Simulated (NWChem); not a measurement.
System: AlNH3F; SMILES [NH2][AlH][F]

Here is an NWChem input.

```
start job
memory heap 200 mb stack 900 mb global 1100 mb
geometry units angstroms noautoz
  Al    -0.446033    -0.069683     0.000000
  H     -2.015096    -0.199992     0.000000
  F      0.489965    -1.449143     0.000000
  N      0.383542     1.483922     0.000000
  H      1.389235     1.612998     0.000000
  H     -0.083122     2.383998     0.000000
end
basis spherical
  * library def2-svp
end
dft
  xc xpbe96 cpbe96
  iterations 150
  vectors input atomic output neutral.movecs
end
task dft energy
charge 1
dft
  odft
  mult 2
  vectors input atomic output cation.movecs
end
task dft energy
```

Output (shortened):

```
             Northwest Computational Chemistry Package (NWChem) 7.3.0
             --------------------------------------------------------

 CS  symmetry detected

                             Geometry "geometry" -> ""
                             -------------------------

 Output coordinates in angstroms (scale by  1.889725989 to convert to a.u.)

  No.       Tag          Charge          X              Y              Z
 ---- ---------------- ---------- -------------- -------------- --------------
    1 Al                  13.0000    -0.46672499    -0.06127674     0.00000000
    2 H                    1.0000    -2.03930421    -0.13830731     0.00000000
    3 F                    9.0000     0.42196031    -1.47168114     0.00000000
    4 N                    7.0000     0.41505232     1.46330581     0.00000000
    5 H                    1.0000     1.42454370     1.55820674     0.00000000
    6 H                    1.0000    -0.02082372     2.37868779     0.00000000

 Effective nuclear repulsion energy (a.u.)      99.3595195240

      Symmetry information
      --------------------

 Group name             Cs
 Group number              2
 Group order               2
 No. of unique centers     6

  pbe96 is a nonlocal functional; adding pw91lda local functional.

                                 NWChem DFT Module
                                 -----------------

 Summary of "ao basis" -> "ao basis" (spherical)
 ------------------------------------------------------------------------------
       Tag                 Description            Shells   Functions and Types
 ---------------- ------------------------------  ------  ---------------------
 Al                         def2-svp                 8       18   4s3p1d
 H                          def2-svp                 3        5   2s1p
 F                          def2-svp                 6       14   3s2p1d
 N                          def2-svp                 6       14   3s2p1d

      Symmetry analysis of basis
      --------------------------

        a'         45
        a"         16

            General Information
            -------------------
          SCF calculation type: DFT
          Wavefunction type:  closed shell.
          No. of atoms     :     6
          No. of electrons :    32
           Alpha electrons :    16
            Beta electrons :    16
          Charge           :     0
          Spin multiplicity:     1
          Use of symmetry is: on ; symmetry adaption is: on
          Maximum number of iterations: 150
          AO basis - number of functions:    61
                     number of shells:    29
          Convergence on energy requested:  1.00D-06
          Convergence on density requested:  1.00D-05
          Convergence on gradient requested:  5.00D-04

              XC Information
              --------------
          PerdewBurkeErnzerhof Exchange Functional  1.000
            Perdew 1991 LDA Correlation Functional  1.000 local
           PerdewBurkeErnz. Correlation Functional  1.000 non-local

             Grid Information
             ----------------
          Grid used for XC integration:  medium
          Radial quadrature: Mura-Knowles
          Angular quadrature: Lebedev.
          Tag              B.-S. Rad. Rad. Pts. Rad. Cut. Ang. Pts.
          ---              ---------- --------- --------- ---------
          Al                  1.25       88           8.0       590
          H                   0.35       45          10.0       434
          F                   0.50       49          10.0       434
          N                   0.65       49           9.0       434
          Grid pruning is: on
          Number of quadrature shells:   321
          Spatial weights used:  Erf1

      Superposition of Atomic Density Guess
      -------------------------------------

 Sum of atomic energies:        -396.82594720

      Non-variational initial energy
      ------------------------------

 Total energy =    -397.404898
 1-e energy   =    -747.821300
 2-e energy   =     251.056883
 HOMO         =      -0.368221
 LUMO         =       0.007078

      Symmetry analysis of molecular orbitals - initial
      -------------------------------------------------

  Numbering of irreducible representations:

     1 a'          2 a"

  Orbital symmetries:

     1 a'          2 a'          3 a'          4 a'          5 a'
     6 a'          7 a"          8 a'          9 a'         10 a'
    11 a'         12 a"         13 a'         14 a'         15 a'
    16 a"         17 a'         18 a"         19 a'         20 a'
    21 a'         22 a'         23 a'         24 a"         25 a'
    26 a'

   convergence    iter        energy       DeltaE   RMS-Dens  Diis-err
 ---------------- ----- ----------------- --------- --------- ---------
 d= 0,ls=0.0,diis     1   -398.3367130462 -4.98D+02  2.87D-02  7.64D-01
 d= 0,ls=0.0,diis     2   -398.0636584365  2.73D-01  1.87D-02  3.71D+00
 d= 0,ls=0.0,diis     3   -398.4249574270 -3.61D-01  1.92D-03  1.53D-02
 d= 0,ls=0.0,diis     4   -398.4243099739  6.47D-04  1.31D-03  1.83D-02
 d= 0,ls=0.0,diis     5   -398.4262322334 -1.92D-03  2.54D-04  5.01D-04
  Resetting Diis
 d= 0,ls=0.0,diis     6   -398.4262951798 -6.29D-05  4.98D-05  6.73D-06
 d= 0,ls=0.0,diis     7   -398.4262962289 -1.05D-06  1.67D-05  3.08D-07
 d= 0,ls=0.0,diis     8   -398.4262961951  3.38D-08  8.91D-06  7.40D-07

         Total DFT energy =     -398.426296195122
      One electron energy =     -750.940043815525
           Coulomb energy =      290.055894741127
    Exchange-Corr. energy =      -36.901666644760
 Nuclear repulsion energy =       99.359519524037

 Numeric. integr. density =       31.999998888127

                  Occupations of the irreducible representations
                  ----------------------------------------------

[...]
```

Level: PBE/def2-SVP, vertical spin-unrestricted ions. Structure relaxed at the PBE0/def2-SVP level.
